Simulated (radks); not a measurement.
Results of a calculation; reference values are marked as such.
Problem. The lead ion Pb13+ is in [Xe] 4f14 5d(3/2: 1, 5/2: 0). Code: a radial shooting solver on a logarithmic mesh with Libxc functionals. Model: Dirac Kohn-Sham, relativistic LDA (MacDonald-Vosko exchange, VWN5 correlation), spin-unpolarised, spherical densities, finite nucleus; Fermi nuclear charge, rms radius of each element as measured or else 0.836 A^(1/3) + 0.57 fm. Sub-shells are occupied by j as written (lower j first in brackets). One electron is removed from 5p3/2, 5p1/2, 5d3/2, 4f7/2 in turn, with full relaxation. Which removal costs least, and what does each cost?

Solution. 5d3/2 246.88 eV; 5p3/2 314.66 eV; 5p1/2 342.02 eV; 4f7/2 392.82 eV. The 5d3/2 electron leaves first.
